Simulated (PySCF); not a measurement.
Input and output

Hg3 (singlet). PySCF 2.14.0, RKS PBE0, Hg def2-SVP with ECP60; non-relativistic Hamiltonian with scalar-relativistic core potentials where named; density fitting; no spin-orbit coupling. Purpose: singlet excitations, Tamm-Dancoff PBE0.

```python
mol = gto.M(atom='''
Hg     2.17685    -0.00002    -0.00000
Hg    -1.08841     1.88521     0.00000
Hg    -1.08844    -1.88520    -0.00000''',
    basis={'Hg': 'def2-SVP'},
    ecp={'Hg': 'def2-SVP'},
    charge=0, spin=0)
mf = dft.RKS(mol, xc='PBE0')
mf.grids.atom_grid = (50, 194)
mf = mf.density_fit()  # fitting sets: Hg def2-universal-JKFIT
mf.conv_tol = 1e-08; mf.max_cycle = 55
mf.kernel(dm0)  # dm0: converged density of the relaxed state
td = mf.TDA(); td.nstates = 8; td.kernel()
```

Run from Python with OMP_NUM_THREADS=2; the lines above give its settings. Where DIIS fails, smearing, a level shift and second-order steps follow.
It took 13 s on 2 threads of Arm Neoverse V2, with other jobs on the host, from an already converged density.

(1) Where do the frontier levels lie, over both spins?

(2) What are the Mulliken charges and spins?

(3) Which singlet excitations follow (Tamm-Dancoff, 8 states)?

The geometry was relaxed with PBE0 (Hg def2-SVP with ECP60).

Results:

(1) HOMO -7.15 eV, LUMO -0.96 eV. 

(2) 
```tsv
atom	charge (e)	spin (e)
Hg1	0.000	0.000
Hg2	0.000	0.000
Hg3	0.000	0.000
```

(3) 
```csv
state,eV,oscillator strength
1,5.46,0.0000
2,5.46,0.0000
3,5.50,0.2008
4,5.50,0.2009
5,5.65,0.0000
6,5.73,0.0000
7,6.13,1.2741
8,6.13,1.2741
```
Functionals without range separation put charge-transfer states too low; the basis has no diffuse functions.
